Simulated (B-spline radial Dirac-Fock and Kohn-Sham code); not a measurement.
## Magnetic form factor of the 4d shell of Xe¹⁷⁺

System: the Xe¹⁷⁺ ion, 1s2 2s2 2p6 3s2 3p6 3d10 4s2 4p6 4d1.

Input file task.json (cfg lists n, l and occupation; rrms is the nuclear radius in fm):

```json
{"items": [{
  "Z": 54,
  "q": 17,
  "cfg": [[1, 0, 2], [2, 0, 2], [2, 1, 6], [3, 0, 2], [3, 1, 6], [3, 2, 10], [4, 0, 2], [4, 1, 6], [4, 2, 1]],
  "A": 132,
  "rrms": 4.7859,
  "do": ["scatter"],
  "s": [0.0, 0.05, 0.1, 0.15, 0.2, 0.25, 0.3, 0.35, 0.4, 0.45, 0.5, 0.6, 0.7, 0.8, 0.9, 1.0, 1.1, 1.2, 1.4, 1.6, 1.8, 2.0, 2.5, 3.0, 3.5, 4.0, 5.0, 6.0],
  "pz": [0, 0.1, 0.2, 0.3, 0.4, 0.5, 0.6, 0.8, 1.0, 1.2, 1.4, 1.6, 1.8, 2.0, 2.5, 3.0, 4.0, 5.0, 7.0, 10.0, 15.0, 20.0, 30.0, 40.0, 60.0, 100.0],
  "hv_scatter": [1000, 2000, 5000, 8047.8, 17479.3, 20000, 200000, 500000]
}]}
```

Run with: `python xray_run.py task.json out`

Method: Dirac-Fock orbitals of the configuration average with a finite nucleus. Computed with a B-spline atomic structure program. ⟨j_K⟩ is the integral of the 4d radial density with the spherical Bessel function j_K(4πsr), s = sin θ/λ.

```csv
s (Å⁻¹),⟨j0⟩,⟨j2⟩,⟨j4⟩
0,1.0000,0.0000,0.0000
0.05,0.9889,0.0044,0.0000
0.1,0.9561,0.0174,0.0001
0.15,0.9036,0.0378,0.0005
0.2,0.8344,0.0640,0.0016
0.25,0.7523,0.0938,0.0038
0.3,0.6615,0.1250,0.0074
0.35,0.5664,0.1554,0.0126
0.4,0.4712,0.1828,0.0197
0.45,0.3797,0.2056,0.0286
0.5,0.2950,0.2226,0.0391
0.6,0.1539,0.2369,0.0632
0.7,0.0569,0.2259,0.0880
0.8,0.0020,0.1957,0.1090
0.9,-0.0194,0.1549,0.1228
1,-0.0185,0.1117,0.1278
1.1,-0.0054,0.0724,0.1242
1.2,0.0119,0.0405,0.1138
1.4,0.0406,0.0028,0.0813
1.6,0.0517,-0.0068,0.0471
```

Radial moments of the shell: ⟨r²⟩ = 0.6076, ⟨r⁴⟩ = 0.5464, ⟨r⁶⟩ = 0.6651 in powers of bohr.
